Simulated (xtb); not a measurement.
In(OH)2(OSiH3) (H5InO3Si), SMILES [OH][In]([OH])[O][SiH3]. All values are semi-empirical tight-binding results from xtb (GFN2-xTB unless named), good for trends rather than for accurate numbers. Geometry: GFN2-xTB. The structure was generated by enumeration; whether it is a known compound was not checked. Other conformers were not sampled.

Optimised geometry:

```xyz
10

In     0.1645     0.5059     0.2087
O      1.4203     1.9859     0.1327
H      1.3233     2.5671     0.8879
O     -1.4100     0.7321     1.3229
H     -1.5906     1.6510     1.5177
O      0.4108    -1.1545    -0.7591
Si    -0.6152    -2.3819    -1.0527
H     -1.1156    -2.9790     0.1917
H      0.3130    -3.2559    -1.7762
H     -1.7470    -1.9339    -1.8801
```
Charge 0, spin multiplicity 1.

For metal compounds this method's bond lengths and energies can be far off.

Estimate the properties. (The exact figures need the calculation; the answer reports its results.)


| Item | Value |
|---|---|
| orbital gap | 2.25 eV |
| zero-point energy | 31.0 kcal/mol |
| G − E(el) at 298.15 K (modified RRHO) | 7.9 kcal/mol |

Give the atomic charges and the Wiberg bond orders between heavy atoms. (The exact figures need the calculation; the answer reports its results.)

charges (e) In1 0.44, O2 -0.47, H3 0.32, O4 -0.49, H5 0.32, O6 -0.43, Si7 0.52, H8 -0.07, H9 -0.06, H10 -0.08. Bond orders In1–O2 0.99, In1–O4 0.96, In1–O6 0.87, O6–Si7 1.09.
